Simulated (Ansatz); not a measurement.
Born–Oppenheimer molecular dynamics of BFH6O3Si (12 atoms, charge 0, multiplicity 1). It starts from a rough guess of a transition structure, not a stationary point.

The calculation used Ansatz, UKS revPBE-D4/6-31G.

| Item | Value |
| --- | --- |
| ensemble | NVE (velocity Verlet) |
| time step | 0.5 fs |
| steps asked | 150 |
| starting velocities drawn for | 300 K |
| seed | 563396 |

Frames 2.5 fs apart, positions in Å, forces in eV/Å.

Velocities at 40.0 fs (Å/ps):

```
B 6.32 -2.11 -3.01
F 13.89 0.08 -4.49
O -2.27 -1.12 -6.23
O 4.47 3.44 -0.14
H -44.48 26.01 8.89
O -13.96 2.68 6.75
Si -1.64 -1.40 1.93
H 5.24 12.13 -3.65
H -22.06 -12.72 6.88
H -19.59 -39.67 16.21
H -13.16 -2.01 -5.91
H -3.40 -2.84 34.83
```

```xyz
12
Properties=species:S:1:pos:R:3:forces:R:3 time_fs=40.0 energy_less_start_eV=-0.513 T=697
B 1.351 0.194 -0.598 -0.32 0.85 -0.50
F 1.201 1.321 -1.429 -0.01 -0.10 0.42
O 2.023 0.176 0.581 1.10 1.42 1.88
O 1.108 -1.014 -1.117 -0.63 -3.03 -1.42
H -0.908 1.454 0.162 -0.54 4.14 -1.09
O -0.645 0.605 0.366 2.89 -2.10 0.15
Si -1.951 -0.378 0.679 -3.65 -2.04 1.23
H 2.107 1.063 1.016 0.15 -0.44 0.02
H 1.385 -1.849 -0.640 -0.23 1.12 -0.29
H -2.934 0.691 1.454 0.54 -1.07 -0.55
H -1.588 -1.581 1.637 -0.03 0.81 -0.63
H -2.776 -0.962 -0.573 0.73 0.44 0.78
12
Properties=species:S:1:pos:R:3:forces:R:3 time_fs=42.5 energy_less_start_eV=-0.636 T=790
B 1.366 0.191 -0.607 -0.36 1.16 -0.85
F 1.236 1.321 -1.440 -0.06 -0.18 0.43
O 2.019 0.177 0.570 1.32 1.76 2.51
O 1.118 -1.012 -1.120 -0.96 -2.78 -1.76
H -1.017 1.578 0.167 1.23 -1.90 0.31
O -0.675 0.612 0.382 1.61 4.21 -1.31
Si -1.960 -0.384 0.685 -3.76 -2.03 1.74
H 2.123 1.072 1.004 0.07 -0.78 -0.16
H 1.324 -1.845 -0.633 -0.01 0.69 -0.06
H -2.967 0.563 1.479 0.40 -0.64 -0.39
H -1.619 -1.564 1.606 0.25 0.39 -0.29
H -2.766 -0.958 -0.470 0.27 0.11 -0.17
12
Properties=species:S:1:pos:R:3:forces:R:3 time_fs=45.0 energy_less_start_eV=-0.589 T=755
B 1.379 0.195 -0.621 -0.26 0.67 -0.75
F 1.270 1.320 -1.449 -0.10 -0.08 0.30
O 2.021 0.183 0.567 0.96 0.33 1.58
O 1.124 -1.019 -1.130 -1.21 -0.58 -2.45
H -1.061 1.618 0.183 1.38 -2.49 0.41
O -0.699 0.633 0.394 1.09 4.55 -1.31
Si -1.976 -0.394 0.695 -2.24 -1.17 1.71
H 2.145 1.044 0.986 0.22 0.60 0.53
H 1.263 -1.808 -0.624 0.34 -1.04 0.93
H -2.979 0.399 1.483 -0.28 0.25 0.22
H -1.635 -1.528 1.559 0.66 -0.54 0.41
H -2.741 -0.948 -0.380 -0.55 -0.49 -1.57
12
Properties=species:S:1:pos:R:3:forces:R:3 time_fs=47.5 energy_less_start_eV=-0.772 T=895
B 1.390 0.202 -0.639 0.04 -0.08 -0.09
F 1.305 1.320 -1.457 -0.17 0.16 0.03
O 2.026 0.191 0.571 0.61 0.11 0.96
O 1.126 -1.030 -1.148 -0.85 -1.14 -1.25
H -1.031 1.535 0.219 -0.28 2.47 -0.64
O -0.719 0.670 0.401 1.62 -1.03 -0.01
Si -1.996 -0.407 0.709 -0.66 -0.85 0.59
H 2.179 1.044 0.996 0.16 0.60 0.43
H 1.218 -1.815 -0.571 0.15 0.24 0.08
H -3.008 0.249 1.500 -0.99 0.97 0.83
H -1.612 -1.521 1.535 0.88 -0.98 0.66
H -2.746 -0.965 -0.377 -0.49 -0.47 -1.60
12
Properties=species:S:1:pos:R:3:forces:R:3 time_fs=50.0 energy_less_start_eV=-1.034 T=1097
B 1.402 0.209 -0.657 0.30 -0.76 0.58
F 1.338 1.319 -1.465 -0.22 0.40 -0.24
O 2.033 0.200 0.578 0.52 1.10 0.96
O 1.124 -1.044 -1.171 -0.55 -1.26 0.11
H -1.012 1.580 0.221 -0.43 2.32 -0.61
O -0.733 0.703 0.407 0.82 -1.73 0.28
Si -2.019 -0.421 0.723 -0.70 -1.14 -0.16
H 2.220 1.073 1.028 -0.22 -0.72 -0.44
H 1.184 -1.811 -0.512 0.08 1.15 -0.79
H -3.089 0.151 1.561 -0.48 0.67 0.45
H -1.540 -1.566 1.546 0.54 -0.21 0.04
H -2.775 -1.007 -0.462 0.34 0.18 -0.18
12
Properties=species:S:1:pos:R:3:forces:R:3 time_fs=52.5 energy_less_start_eV=-0.940 T=1026
B 1.415 0.211 -0.672 0.46 -1.19 0.90
F 1.371 1.320 -1.474 -0.22 0.48 -0.36
O 2.043 0.213 0.589 0.06 0.41 0.02
O 1.121 -1.063 -1.195 -0.31 0.66 0.00
H -1.015 1.744 0.191 0.59 -2.83 0.52
O -0.743 0.732 0.415 -0.75 2.63 -0.55
Si -2.043 -0.438 0.738 -0.95 -1.03 -0.09
H 2.251 1.069 1.039 -0.21 -0.32 -0.34
H 1.154 -1.749 -0.492 0.12 -0.11 -0.03
H -3.197 0.093 1.647 0.51 0.11 -0.34
H -1.437 -1.623 1.559 -0.02 0.64 -0.54
H -2.787 -1.040 -0.560 0.72 0.54 0.82
12
Properties=species:S:1:pos:R:3:forces:R:3 time_fs=55.0 energy_less_start_eV=-0.778 T=902
B 1.431 0.208 -0.682 0.51 -1.12 0.91
F 1.403 1.323 -1.484 -0.20 0.30 -0.26
O 2.052 0.226 0.600 -0.58 -1.19 -1.29
O 1.116 -1.079 -1.218 -0.05 1.96 -0.11
H -0.989 1.764 0.186 0.21 -2.34 0.44
O -0.756 0.768 0.421 -0.98 1.47 -0.25
Si -2.068 -0.457 0.752 -0.30 -0.46 -0.09
H 2.271 1.051 1.033 0.10 1.03 0.32
H 1.131 -1.692 -0.473 0.08 -1.03 0.63
H -3.277 0.043 1.715 0.99 -0.14 -0.74
H -1.333 -1.645 1.542 -0.43 0.95 -0.69
H -2.757 -1.042 -0.613 0.66 0.56 1.13
12
Properties=species:S:1:pos:R:3:forces:R:3 time_fs=57.5 energy_less_start_eV=-0.703 T=844
B 1.450 0.198 -0.688 0.45 -0.59 0.67
F 1.435 1.326 -1.495 -0.19 -0.09 -0.02
O 2.059 0.236 0.606 -0.42 -0.56 -1.04
O 1.111 -1.089 -1.241 0.15 1.10 1.64
H -0.956 1.675 0.199 -1.16 3.73 -1.09
O -0.773 0.809 0.426 -0.20 -5.11 1.45
Si -2.095 -0.477 0.767 0.84 0.49 -0.18
H 2.293 1.081 1.039 -0.18 0.14 -0.23
H 1.113 -1.685 -0.430 0.02 -0.04 -0.80
H -3.301 -0.014 1.740 0.95 -0.16 -0.73
H -1.254 -1.612 1.486 -0.57 0.75 -0.48
H -2.690 -1.012 -0.601 0.29 0.33 0.82
12
Properties=species:S:1:pos:R:3:forces:R:3 time_fs=60.0 energy_less_start_eV=-0.794 T=910
B 1.471 0.185 -0.689 0.28 0.05 0.21
F 1.466 1.329 -1.506 -0.16 -0.55 0.27
O 2.066 0.244 0.609 -0.15 0.18 -0.59
O 1.107 -1.094 -1.258 0.30 0.96 2.21
H -0.980 1.747 0.162 -0.60 0.37 -0.24
O -0.791 0.834 0.436 -0.83 -1.95 0.73
Si -2.119 -0.496 0.780 1.88 1.73 -0.15
H 2.304 1.121 1.032 -0.46 -0.79 -0.72
H 1.097 -1.686 -0.427 -0.01 0.14 -1.17
H -3.269 -0.081 1.724 0.36 -0.02 -0.26
H -1.207 -1.537 1.402 -0.25 0.05 0.03
H -2.607 -0.963 -0.544 -0.37 -0.18 -0.31
12
Properties=species:S:1:pos:R:3:forces:R:3 time_fs=62.5 energy_less_start_eV=-0.409 T=617
B 1.494 0.172 -0.690 0.08 0.44 -0.26
F 1.497 1.330 -1.516 -0.13 -0.95 0.52
O 2.071 0.253 0.609 -0.42 -0.82 -1.08
O 1.104 -1.096 -1.268 0.47 2.00 1.01
H -1.042 1.856 0.109 0.12 -3.13 0.91
O -0.812 0.851 0.449 -1.42 1.60 -0.33
Si -2.140 -0.511 0.794 2.82 2.65 -0.59
H 2.291 1.124 0.987 -0.15 0.20 -0.14
H 1.079 -1.685 -0.487 -0.07 -0.86 0.13
H -3.220 -0.147 1.696 -0.81 0.30 0.71
H -1.173 -1.459 1.320 0.41 -0.81 0.60
H -2.546 -0.925 -0.507 -0.91 -0.62 -1.47
12
Properties=species:S:1:pos:R:3:forces:R:3 time_fs=65.0 energy_less_start_eV=-0.515 T=697
B 1.517 0.162 -0.692 -0.13 0.46 -0.54
F 1.527 1.329 -1.524 -0.13 -1.18 0.66
O 2.074 0.258 0.605 -0.50 -1.42 -1.23
O 1.102 -1.090 -1.273 0.53 2.07 0.64
H -1.100 1.799 0.102 -0.06 -1.61 0.46
O -0.838 0.872 0.461 -1.36 0.13 0.15
Si -2.155 -0.521 0.806 3.25 2.40 -1.75
H 2.269 1.138 0.934 0.08 0.90 0.27
H 1.058 -1.730 -0.543 -0.06 -0.82 0.37
H -3.215 -0.197 1.706 -1.22 0.36 1.05
H -1.117 -1.426 1.271 0.35 -0.88 0.65
H -2.535 -0.920 -0.547 -0.75 -0.40 -0.72
12
Properties=species:S:1:pos:R:3:forces:R:3 time_fs=67.5 energy_less_start_eV=-0.530 T=710
B 1.539 0.153 -0.697 -0.30 0.35 -0.62
F 1.556 1.323 -1.531 -0.14 -1.22 0.65
O 2.076 0.258 0.596 -0.05 0.22 -0.38
O 1.103 -1.077 -1.276 0.32 0.42 1.42
H -1.170 1.673 0.112 -1.66 3.67 -1.84
O -0.868 0.892 0.474 0.03 -5.05 2.40
Si -2.162 -0.525 0.814 2.79 1.61 -1.86
H 2.249 1.194 0.891 -0.16 -0.61 -0.16
H 1.034 -1.815 -0.586 0.15 0.82 -0.77
H -3.276 -0.227 1.773 -0.16 0.04 0.15
H -1.045 -1.442 1.260 -0.48 -0.28 0.32
H -2.568 -0.938 -0.627 -0.33 0.01 0.68
```

Of the whole run (75 fs, mean temperature of the second half 822 K): The conserved energy stayed within 0.44 meV per atom of its start (net change -0.31 meV per atom), so the integration is sound. The system heated up, since it started high on the potential surface and ran downhill. A run of 0.075 ps of so small a system gives no equilibrium averages. The orbitals stay closed-shell, which can raise the energy where a bond breaks towards radicals; this wasn't checked here. Limits of this set-up: no polarisation functions.

Time of the run: 12 min on 2 threads of Arm Neoverse N1, with other jobs on the host, peak memory 0.15 GiB.
